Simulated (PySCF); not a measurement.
C6H3F3.
SMILES: `C=C=CC#CC(F)(F)F`

Method used: PySCF, TDDFT CAM-B3LYP/def2-SVPD, vertical, gas phase, core orbitals frozen in the response. Isolated species at its PBE0-D3(BJ)/def2-SVP geometry, gas phase.

| state | E (eV) | λ (nm) | f | main configurations (H = HOMO, L = LUMO) |
| --- | --- | --- | --- | --- |
| S1 | 5.43 | 228.2 | 0.0003 | H→L+1 (68%), H-1→L (20%) |
| S2 | 5.56 | 222.8 | 0.0001 | H-1→L (72%), H→L+1 (15%) |
| S3 | 5.67 | 218.8 | 0.344 | H→L (79%) |
| S4 | 5.77 | 214.8 | 0.0000 | H-2→L (86%) |
| S5 | 6.25 | 198.4 | 0.0001 | H→L+3 (74%), H-3→L+1 (8%) |
| S6 | 7.11 | 174.3 | 0.0004 | H→L+2 (80%) |
| S7 | 7.39 | 167.7 | 0.422 | H-2→L+1 (34%), H-3→L (26%), H→L (14%) |
| S8 | 7.61 | 162.8 | 0.725 | H-1→L+1 (86%) |
| S9 | 7.92 | 156.6 | 0.135 | H-1→L+2 (85%) |
| S10 | 8.08 | 153.4 | 0.019 | H→L+4 (76%) |

Triplets (Tamm–Dancoff): T1 3.61 eV, H→L (93%); T2 4.73 eV, H-1→L+1 (69%), H-1→L+3 (14%), H-1→L+2 (10%); T3 5.09 eV, H→L+1 (60%), H-2→L (17%); T4 5.18 eV, H-1→L (81%).

The lowest singlet comes at 228 nm (524 kJ/mol) in the ultraviolet; it is dark (f under 0.0005); its leading configuration is HOMO→LUMO+1 (68%). The most intense listed level is S8 at 7.61 eV (163 nm, f = 0.725), 2.18 eV above S1. Löwdin shares by element: HOMO carbon 84% or more (atoms not listed hold the other 16%); LUMO carbon 73% or more (atoms not listed hold the other 27%). The listed states span 2.65 eV, and the widest gap between neighbours is 0.86 eV (S5 to S6). Orbital energies (eV): HOMO-3 -11.76, HOMO-2 -10.25, HOMO-1 -10.04, HOMO -8.95, LUMO -0.42, LUMO+1 0.40, LUMO+2 1.09. Of the 10 states listed, 5 reach f = 0.01 and 5 stay under 0.0005. All these states lie below the vertical ionisation energy of 9.70 eV (ΔSCF). Singlets were solved by full linear response, triplets in the Tamm–Dancoff approximation.
